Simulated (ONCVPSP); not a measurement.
Before and after: ONCV potential for Ge (Z = 32)

- Element: Ge
- Generator: ONCVPSP 4.0.1
- Type: optimised norm-conserving Vanderbilt (ONCV)
- Functional: PBEsol
- Relativity: non-relativistic
- Frozen core: [Ar] 3d10
- Valence charge: 4
- Reference configuration: 4s2 4p1 (charge +1)
- Partial waves: 4s: rc 1.90 bohr, ncon 4, nbas 8, qcut 4.4 1/bohr, 2 projectors, debl 0.6 Ha; 4p: rc 2.10 bohr, ncon 4, nbas 7, qcut 4 1/bohr, 2 projectors, debl 1.3 Ha; d scattering state at 0.12 Ha: rc 1.90 bohr, ncon 4, nbas 9, qcut 5.7 1/bohr, 2 projectors, debl 3.1 Ha
- Local potential: polynomial inside 1.90 bohr (lpopt 3, dvloc0 4 Ha)
- Core correction: none

In the s channel the program set the typed energies aside and used -0.717, 0.250 Ha.

All-electron outer shells of the reference configuration (PBEsol, non-relativistic, ld1.x):

```csv
shell,level (eV),outermost node (bohr),outermost maximum (bohr)
3p,-123.21,0.23,0.55
3d,-39.16,–,0.50
4s,-19.51,0.78,1.75
4p,-11.28,0.82,2.08
```

Change: functional LDA (Perdew-Wang 92). In the s channel the program set the typed energies aside and used -0.726, 0.250 Ha.

Cutoffs: the cutoffs (Ha) at which the residual kinetic energy of the hardest occupied pseudo-wave falls to 1 and 0.1 mHa per electron; they do not see the model core or the augmentation charge, which bear on the density cutoff. Errors are all-electron minus pseudo energies relative to the spin-unpolarised reference configuration.

**Question.** Predict the effect on cutoff, ghosts and configuration errors.

**Answer.** The potential gets neither clearly harder nor softer (8.1 Ha and 16 Ha → 8.2 Ha and 16 Ha); of the 4 tests that both files solve, the error grows in 2 and shrinks in 0 by more than 15 % and 0.3 meV (median size 7.0 → 11.0 meV); neither file shows a bound ghost.

```csv
quantity,base,changed
"cutoff, loose",8.1 Ha,8.2 Ha
"cutoff, tight",16 Ha,16 Ha
loose cutoff by channel,"s 8.1 Ha, p 6.3 Ha","s 8.2 Ha, p 6.4 Ha"
bound ghosts,none,none
GHOST(+) flags under 300 eV,none,none
"error for 4s2 4p2, meV [ΔE -7.49 → -7.66 eV]",-5.0,+4.5
"error for 4s2 4p0, meV [ΔE 15.46 → 15.72 eV]",-9.0,+17
"error for 4s1 4p0, meV [ΔE 49.70 → 50.38 eV]",+43,+225
"error for 4s2 4p1.5, meV [ΔE -4.66 → -4.76 eV]",-1.7,+1.6
s: phases at 1.93 bohr within 0.05 rad from the reference energy up to (Ha; the scan ends near 5),3.2,3.2
p: phases at 2.13 bohr within 0.05 rad from the reference energy up to (Ha; the scan ends near 5),3.0,3.0
d: phases at 1.93 bohr within 0.05 rad from the reference energy up to (Ha; the scan ends near 5),4.2,4.2
```

Base: The cutoffs count occupied waves only; projector 2 of the d channel, the hardest unoccupied one, needs 110 Ha at the loose tolerance. Changed file: The cutoffs count occupied waves only; projector 2 of the d channel, the hardest unoccupied one, needs 110 Ha at the loose tolerance.
